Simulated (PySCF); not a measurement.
Species: Mo(CMe)(OH)3, C₂H₆MoO₃ (singlet state).
Bonds: Mo1–C2, Mo1–O7, Mo1–O9, Mo1–O11, C2–C3. Hydrogens: H4, H5, H6 on C3; H8 on O7; H10 on O9; H12 on O11.

A linear-response calculation (PySCF, def2-SVPD basis, gas phase, vertical, core orbitals frozen in the response) gave these numbers; the functional is withheld.

Orbital energies (eV): HOMO-3 -9.28, HOMO-2 -8.93, HOMO-1 -6.97, HOMO -6.79, LUMO -0.83, LUMO+1 -0.82, LUMO+2 -0.35.

| state | E (eV) | f | main configurations (H = HOMO, L = LUMO) |
| --- | --- | --- | --- |
| S1 | 3.91 | 0.0003 | H→L+1 (67%), H-1→L (31%) |
| S2 | 4.25 | 0.0028 | H→L (76%), H-1→L+1 (19%) |
| S3 | 4.27 | 0.0005 | H-1→L (67%), H→L+1 (32%) |
| S4 | 4.45 | 0.018 | H-1→L+1 (68%), H→L (11%), H-1→L+4 (9%) |
| S5 | 5.01 | 0.012 | H→L+2 (82%), H→L+3 (12%) |
| S6 | 5.17 | 0.011 | H-1→L+2 (72%), H-1→L+3 (10%), H→L+4 (10%) |

Triplets, Tamm–Dancoff:

| state | E (eV) | λ (nm) | main configurations (H = HOMO, L = LUMO) |
| --- | --- | --- | --- |
| T1 | 3.21 | 385.9 | H→L (66%), H-1→L+1 (24%) |
| T2 | 3.51 | 353.0 | H→L+1 (69%), H-1→L (26%) |
| T3 | 3.53 | 350.9 | H-1→L+1 (69%), H→L (26%) |
| T4 | 3.78 | 327.7 | H-1→L (68%), H→L+1 (28%) |

Vertical ionisation energy by ΔSCF with the same functional: 8.74 eV. Mean static polarisability: 78.9 au.

Question: Name the functional.
A. PBE0
B. PBE
C. HF
D. CAM-B3LYP

Answer: A. PBE0 is a global hybrid with 25% exact exchange. In this run −ε(HOMO) = 6.79 eV differs from the ΔSCF value by -1.95 eV, and S1 differs from the orbital gap of 5.96 eV by -2.05 eV. The ratio −ε(HOMO)/IP is 0.78. Small neutral molecules mostly give 0.7 to 0.83 with PBE0, 0.5 to 0.7 with PBE, 0.85 to 0.93 with CAM-B3LYP; with Hartree–Fock the ratio is 1 or more (Koopmans' value less the relaxation energy is the ΔSCF value). The other options: PBE, a GGA without exact exchange; HF, time-dependent Hartree–Fock, 100% exact exchange; CAM-B3LYP, range-separated, 19% exact exchange at short range and 65% at long range (ω = 0.33 bohr⁻¹).

Method used: TDDFT PBE0/def2-SVPD, vertical, gas phase, core orbitals frozen in the response, def2 core potentials past Kr (PySCF). Geometry: PBE0-D3(BJ)/def2-SVP; no solvent, vibrations or thermal averaging. Spin–orbit coupling is left out.
